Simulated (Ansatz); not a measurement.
The cluster Si₇Au. Total charge 0; doublet. Geometry PBE0-D4/def2-SVP; atoms count from 1.

```tsv
atom	x (Å)	y (Å)	z (Å)
Au1	-1.469	-0.383	1.580
Si2	2.033	0.679	1.090
Si3	0.875	0.332	-1.069
Si4	-1.450	-0.539	-0.935
Si5	-0.980	1.770	-1.459
Si6	0.353	-2.088	-1.138
Si7	0.780	-1.386	1.132
Si8	-0.141	1.615	0.798
```

In the def2 sets Au takes a core potential; there is no spin–orbit coupling. The structure comes from a short search, and lower isomers may exist.

(1) Estimate the Mulliken populations from the PBE0/def2-TZVP orbitals of Ansatz.

(2) Where does the spin sit?

(3) And the Mayer bond orders between heavy atoms (over 0.3)?

Results:

(1) 
| atom | charge (e) | spin (α − β) | d electrons |
| --- | --- | --- | --- |
| Au1 | 0.55 | 0.03 | 9.47 |
| Si2 | -0.03 | 0.10 | – |
| Si3 | 0.02 | 0.02 | – |
| Si4 | -0.15 | 0.06 | – |
| Si5 | -0.04 | 0.26 | – |
| Si6 | -0.03 | 0.10 | – |
| Si7 | -0.18 | 0.38 | – |
| Si8 | -0.15 | 0.05 | – |
Mulliken values depend strongly on the basis.

(2) Summed by element: Au 0.03, Si 0.97, of 1 unpaired in all. Largest on single atoms: Si7 0.38, Si5 0.26, Si2 0.10.

(3) Au1–Si4 0.49 (2.52 Å); Au1–Si7 0.49 (2.50 Å); Au1–Si8 0.49 (2.52 Å); Si2–Si3 0.69 (2.47 Å); Si2–Si7 0.88 (2.42 Å); Si2–Si8 0.90 (2.39 Å); Si3–Si4 0.56 (2.49 Å); Si3–Si5 0.83 (2.38 Å); Si3–Si6 0.69 (2.48 Å); Si3–Si7 0.34 (2.79 Å); Si3–Si8 0.57 (2.48 Å); Si4–Si5 0.82 (2.41 Å); Si4–Si6 0.90 (2.39 Å); Si5–Si8 0.82 (2.41 Å); Si6–Si7 0.88 (2.41 Å).
